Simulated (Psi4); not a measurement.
C$_{5}$H$_{7}$Br (SMILES C=CC/C=C\Br), singlet, geometry from GFN2-xTB; HF/3-21G in Psi4.

Input for Psi4:
```
memory 2 GB

molecule mol {
0 1
  C    -3.140874   -0.182080    0.105489
  C    -2.429517   -0.626163   -0.911958
  C    -1.137751   -0.006144   -1.364199
  C    -0.023929   -0.989104   -1.203031
  C     0.993681   -0.894127   -0.366145
  Br    1.272911    0.571976    0.803731
  H    -2.835501    0.678055    0.678408
  H    -4.060332   -0.654412    0.406710
  H    -2.747866   -1.495939   -1.472121
  H    -0.937573    0.898047   -0.788596
  H    -1.221711    0.260352   -2.422901
  H    -0.084162   -1.878739   -1.817484
  H     1.765586   -1.640823   -0.275534
}

set basis 3-21g
set reference rhf

energy('scf')
print_variables()
```

What the program printed (banner, timings and long lists left out):

```
   => Loading Basis Set <=

    Name: 3-21G
    Role: ORBITAL
    Keyword: BASIS

         ---------------------------------------------------------
                                   SCF
               by Justin Turney, Rob Parrish, Andy Simmonett
                          and Daniel G. A. Smith
                              RHF Reference
         ---------------------------------------------------------

  ==> Geometry <==

    Molecular point group: c1
    Full point group: C1

    Geometry (in Angstrom), charge = 0, multiplicity = 1:

       Center              X                  Y                   Z               Mass
    ------------   -----------------  -----------------  -----------------  -----------------
         C           -3.287439207066    -0.243081118319     0.017699325328    12.000000000000
         C           -2.576082207066    -0.687164118319    -0.999747674672    12.000000000000
         C           -1.284316207066    -0.067145118319    -1.451988674672    12.000000000000
         C           -0.170494207066    -1.050105118319    -1.290820674672    12.000000000000
         C            0.847115792934    -0.955128118319    -0.453934674672    12.000000000000
         BR           1.126345792934     0.510974881681     0.715941325328    78.918337600000
         H           -2.982066207066     0.617053881681     0.590618325328     1.007825032230
         H           -4.206897207066    -0.715413118319     0.318920325328     1.007825032230
         H           -2.894431207066    -1.556940118319    -1.559910674672     1.007825032230
         H           -1.084138207066     0.837045881681    -0.876385674672     1.007825032230
         H           -1.368276207066     0.199350881681    -2.510690674672     1.007825032230
         H           -0.230727207066    -1.939740118319    -1.905273674672     1.007825032230
         H            1.619020792934    -1.701824118319    -0.363323674672     1.007825032230

  Running in c1 symmetry.

  Rotational constants: A =      0.15561  B =      0.03631  C =      0.03134 [cm^-1]
  Rotational constants: A =   4665.20662  B =   1088.45390  C =    939.57698 [MHz]
  Nuclear repulsion =  365.790236116256892

  Charge       = 0
  Multiplicity = 1
  Electrons    = 72
  Nalpha       = 36
  Nbeta        = 36

  ==> Algorithm <==

  SCF Algorithm Type is DF.
  DIIS enabled.
  MOM disabled.
  Fractional occupation disabled.
  Guess Type is SAD.
  Energy threshold   = 1.00e-06
  Density threshold  = 1.00e-06
  Integral threshold = 1.00e-12

  ==> Primary Basis <==

  Basis Set: 3-21G
    Blend: 3-21G
    Number of shells: 49
    Number of basis functions: 82
    Number of Cartesian functions: 82
    Spherical Harmonics?: false
    Max angular momentum: 2

   => Loading Basis Set <=

    Name: (3-21G AUX)
    Role: JKFIT
    Keyword: DF_BASIS_SCF

  ==> Integral Setup <==

  SCF_SUBTYPE=INCORE selected. In-core MEM_DF algorithm will be used.
  Using in-core AOs.

  ==> MemDFJK: Density-Fitted J/K Matrices <==

    J tasked:                   Yes
    K tasked:                   Yes
    wK tasked:                   No
    Algorithm:                 Core
    Schwarz Cutoff:           1E-12
    Mask sparsity (%):       9.6669
    Fitting Condition:        1E-10

   => Auxiliary Basis Set <=

  Basis Set: (3-21G AUX)
    Blend: DEF2-UNIVERSAL-JKFIT
    Number of shells: 227
    Number of basis functions: 956
    Number of Cartesian functions: 956
    Spherical Harmonics?: false
    Max angular momentum: 5

  Minimum eigenvalue in the overlap matrix is 4.8192077726E-03.
  Reciprocal condition number of the overlap matrix is 1.0620190024E-03.
    Using symmetric orthogonalization.

  ==> Pre-Iterations <==

  SCF Guess: Superposition of Atomic Densities via on-the-fly atomic UHF (no occupation information).

   -------------------------
    Irrep   Nso     Nmo
   -------------------------
     A         82      82
   -------------------------
    Total      82      82
   -------------------------

  ==> Iterations <==

                           Total Energy        Delta E     RMS |[F,P]|

   @DF-RHF iter SAD: -2749.97541856683483   -2.74998e+03   0.00000e+00
   @DF-RHF iter   1: -2752.23022866738984   -2.25481e+00   5.78697e-03 DIIS/ADIIS
   @DF-RHF iter   2: -2752.33504218634789   -1.04814e-01   1.73719e-03 DIIS/ADIIS
   @DF-RHF iter   3: -2752.34526675194411   -1.02246e-02   4.64302e-04 DIIS/ADIIS
   @DF-RHF iter   4: -2752.34630486595915   -1.03811e-03   1.62044e-04 DIIS/ADIIS
   @DF-RHF iter   5: -2752.34643835355473   -1.33488e-04   3.52844e-05 DIIS
   @DF-RHF iter   6: -2752.34644715462309   -8.80107e-06   1.39345e-05 DIIS
   @DF-RHF iter   7: -2752.34644870323291   -1.54861e-06   4.71418e-06 DIIS
   @DF-RHF iter   8: -2752.34644886794331   -1.64710e-07   1.41311e-06 DIIS
   @DF-RHF iter   9: -2752.34644888883577   -2.08925e-08   4.82734e-07 DIIS
  Energy and wave function converged.

  ==> Post-Iterations <==

    Orbital Energies [Eh]
    ---------------------

    Doubly Occupied:

[...]
    Virtual:

[...]
      82A     24.282336

    Final Occupation by Irrep:
              A
    DOCC [    36 ]
    NA   [    36 ]
    NB   [    36 ]

  @DF-RHF Final Energy: -2752.34644888883577

   => Energetics <=

    Nuclear Repulsion Energy =            365.7902361162568923
    One-Electron Energy =               -4556.6371723285774351
    Two-Electron Energy =                1438.5004873234850038
    Total Energy =                      -2752.3464488888357664

Computation Completed

Properties will be evaluated at   0.000000,   0.000000,   0.000000 [a0]

Properties computed using the SCF density matrix

 Multipole Moments:

 ------------------------------------------------------------------------------------
     Multipole            Electronic (a.u.)      Nuclear  (a.u.)        Total (a.u.)
 ------------------------------------------------------------------------------------

 L = 1.  Multiply by 2.5417464519 to convert [e a0] to [Debye]
 Dipole X            :         19.6835520          -19.9417297           -0.2581777
 Dipole Y            :          7.8633805           -8.2998425           -0.4364620
 Dipole Z            :         11.4548318          -11.9446821           -0.4898504
 Magnitude           :                                                    0.7050590

 ------------------------------------------------------------------------------------

  Variable Map:
  ----------------------------------------------------------------------------
[...]
  Array Variable Map:
  ----------------------------------------------------------------------------
[...]
[...]
```
